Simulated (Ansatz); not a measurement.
Program: Ansatz 0.2.0.

BClFH3OSi, SMILES `B[Si](O)(F)Cl` at its PBE0-D4/def2-TZVP geometry, where that method's forces vanish. The species carries charge 0 and has multiplicity 1.

| atom | x (Å) | y (Å) | z (Å) |
| --- | --- | --- | --- |
| B1 | 0.6180 | 0.4437 | -1.3209 |
| Si2 | -0.0963 | 0.0470 | 0.4975 |
| O3 | -0.3832 | -1.5363 | 0.7156 |
| F4 | 0.8118 | 0.5718 | 1.6980 |
| Cl5 | -1.8350 | 1.1442 | 0.6086 |
| H6 | 1.3413 | 1.3748 | -1.5016 |
| H7 | 0.2599 | -0.2008 | -2.2583 |
| H8 | -0.7164 | -1.8443 | 1.5610 |

(1) For each bond, give half the difference of the two atoms' forces along it (eV/Å; positive pushes the atoms apart) under PBE-D4, r2SCAN-D4, B3LYP-D4, ωB97M-V in def2-TZVPP. (Estimate.)

Answers

(1) The calculation gave: 
```tsv
bond	length (Å)	PBE-D4	r2SCAN-D4	B3LYP-D4	ωB97M-V
B1–Si2	1.994	-0.28	-0.07	-0.05	-0.06
B1–H6	1.193	0.10	-0.01	-0.10	-0.11
B1–H7	1.193	0.08	-0.01	-0.10	-0.11
Si2–O3	1.624	0.28	0.04	0.10	0.11
Si2–F4	1.594	0.50	0.05	0.17	0.14
Si2–Cl5	2.059	0.15	0.08	0.17	0.01
O3–H8	0.959	0.31	0.01	-0.03	-0.07
```

B3LYP here is the variant with VWN-RPA as its local correlation; programs differ in this.
